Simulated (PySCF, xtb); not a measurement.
C2H7BN2O, SMILES C/C=N/B(N)O. Other conformers were not sampled.

Harmonic wavenumbers (cm⁻¹) from GFN2-xTB (xtb 6.7.1) at its own minimum, in rising order: 80, 117, 122, 165, 308, 332, 432, 444, 474, 485, 546, 753, 805, 832, 962, 993, 1025, 1104, 1234, 1329, 1363, 1389, 1463, 1463, 1515, 1835, 2766, 3011, 3022, 3063, 3535, 3584, 3668.

Question: What does PBE-D3(BJ)/def2-SVP (PySCF) give at its own minimum? (Estimate from the structure and the level; the computed values follow.)

Answer: 73, 138, 143, 184, 330, 335, 438, 441, 480, 551, 639, 775, 827, 869, 931, 1005, 1050, 1095, 1295, 1314, 1370, 1392, 1397, 1400, 1544, 1747, 2848, 2960, 3033, 3092, 3539, 3651, 3759. Paired by order, the mean absolute difference is 33 cm⁻¹ and the zero-point energies are 63.2 and 63.8 kcal/mol.
